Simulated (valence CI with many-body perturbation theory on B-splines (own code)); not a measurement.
Which ion has this spectrum?

A relativistic CI+MBPT calculation for an atom or ion with 22 electrons gives these levels (cm⁻¹):

| J | Parity | E | g |
| --- | --- | --- | --- |
| 0 | even | 0 |  |
| 1 | even | 254981 | 1.49 |
| 4 | even | 339038 | 1.08 |
| 2 | even | 346498 | 1.25 |
| 3 | even | 373278 | 1.16 |
| 0 | even | 571014 |  |
| 2 | even | 585563 | 1.19 |
| 4 | even | 590565 | 1.15 |
| 3 | even | 604857 | 1.14 |
| 5 | even | 633704 | 1.08 |
| 6 | even | 654148 | 1.08 |
| 1 | even | 659618 | 1.13 |
| 4 | even | 688912 | 1.03 |
| 3 | even | 690862 | 1.09 |

The energies are calculated, and their last digits are not significant.

Q: Which is it?
A. Eu41+
B. Tb43+
C. Er46+
D. Sm40+

A: B. Tb43+, ground level (3d3/2^4) J=0.
